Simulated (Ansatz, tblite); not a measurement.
Isomers of Cu₃H₄ (doublet), found by a short tight-binding search and relaxed with PBE-D4/def2-SVP in Ansatz.

The xTB rows come from tblite. Correlated methods freeze 27 core orbitals. In CCSD on the charge 0 doublet the largest single amplitude is 0.31, so its Hartree–Fock determinant may place the open shell otherwise than the density functionals do.

Run but left out: HF/def2-SVP, MP2/def2-SVP (A: a determinant that CCSD turns far, T1 0.079).

A: At CCSD(T)/def2-SVP T1 of the charge 0 doublet is large (up to 0.079), so the single-reference result is doubtful. B: At CCSD(T)/def2-SVP T1 of the charge 0 doublet is large (up to 0.066), so the single-reference result is doubtful.

Other spin states were run for one of them alone.

A:

```
atom   x (Å)   y (Å)   z (Å)
 Cu1  -0.324   0.094   1.511
 Cu2  -0.554   0.237  -0.862
 Cu3   1.429  -0.561   0.200
  H4  -1.395   1.017  -2.372
  H5  -0.183   0.007   3.031
  H6   2.704  -1.070   0.875
  H7  -1.678   0.276  -2.384
```

B:

```xyz
7

Cu   -1.012    1.159   -0.011
Cu    0.018   -0.137   -1.603
Cu    0.575   -0.601    0.696
H    -0.416    0.583    1.381
H     0.920   -0.901    2.171
H     1.001   -1.205   -0.925
H    -1.085    1.102   -1.710
```

**Question.** Estimate their order by electronic energy at PBE-QIDH/def2-TZVP, counted from the lowest.

**Answer.** B (0.00) < A (2.07), in eV.

**Question.** Do the other levels pick the same lowest one?

**Answer.** All that were run do. Energies above each level's lowest (eV):

```json
{"level": "GFN1-xTB", "A": "1.16", "B": "0.00"}
{"level": "GFN2-xTB", "A": "0.95", "B": "0.00"}
{"level": "LDA (SPW92)/def2-TZVP", "A": "1.54", "B": "0.00"}
{"level": "PBE-D4/def2-TZVP", "A": "1.20", "B": "0.00"}
{"level": "r2SCAN-D4/def2-TZVP", "A": "1.39", "B": "0.00"}
{"level": "PBE0-D4/def2-TZVP", "A": "1.53", "B": "0.00"}
{"level": "PBE-QIDH/def2-TZVP", "A": "2.07", "B": "0.00"}
{"level": "CCSD/def2-SVP", "A": "2.05", "B": "0.00"}
{"level": "CCSD(T)/def2-SVP", "A": "1.93", "B": "0.00"}
```
Point groups (tolerance 0.1 Å): A C2v, B Cs. Lower isomers may exist.
